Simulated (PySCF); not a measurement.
## Telling isomers of C$_{7}$H$_{4}$ClFO apart by NMR

How the numbers were obtained: σ from GIAO-PBE0/pcSseg-1, geometry: GFN2-xTB, in PySCF 2.14 (gas phase, one conformer, rapidly exchanging positions averaged, non-relativistic Hamiltonian).

δ = σ(ref) − σ, references computed at the same level: TMS for ¹H (σref 31.72), ¹³C (σref 186.93). Splittings of carbon signals by F and P are missing where no couplings were computed. Where no couplings were computed, multiplicities follow the n + 1 count of equivalent neighbours, and m marks all less simple cases (inequivalent or close neighbours, rings, F or P nearby). Shifts are as computed. Against solution values, carbons near 30 ppm lie about +3 ppm off and those near 130 ppm about +5 ppm; carbons on Cl a further +6 ppm. Of 1309 compounds with measured shifts, 239 miss one by over three times the rms of a fit or turn the order of signals round; such compounds aren't used in these exercises. Carbons bonded to Cl come out too deshielded.

(1) Tabulate the signals of `O=C(Cl)c1ccccc1F`, `O=C(Cl)c1ccc(F)cc1` and their relative energies.

(2) What is the quickest way to tell O=C(Cl)c1ccccc1F from O=C(Cl)c1ccc(F)cc1?

## Answers

(1) 
| SMILES | carbon types | δC | δH | E rel. (kcal/mol) |
| --- | --- | --- | --- | --- |
| O=C(Cl)c1ccccc1F | 3×C 4×CH | 173.9, 173.4, 143.8, 140.8, 129.4, 124.5, 124.2 | 8.53 (m, 1H), 7.92 (m, 1H), 7.54 (m, 1H), 7.50 (m, 1H) | 5.7 |
| O=C(Cl)c1ccc(F)cc1 | 3×C 4×CH | 178.1, 175.2, 142.4, 132.3, 121.8 | 8.68 (m, 2H), 7.46 (m, 2H) | 0.0 |

Energies are electronic energies at PBE0/pcSseg-1 on these geometries, without zero-point or thermal terms, each for the one conformer computed, which needn't be the lowest.

(2) Count the carbon signals: 7 against 5. The first has a substituted aromatic carbon (C) at 124.2 ppm, the second a substituted aromatic carbon (C) at 132.3 ppm. Their most deshielded carbons lie at 173.9 and 178.1 ppm.
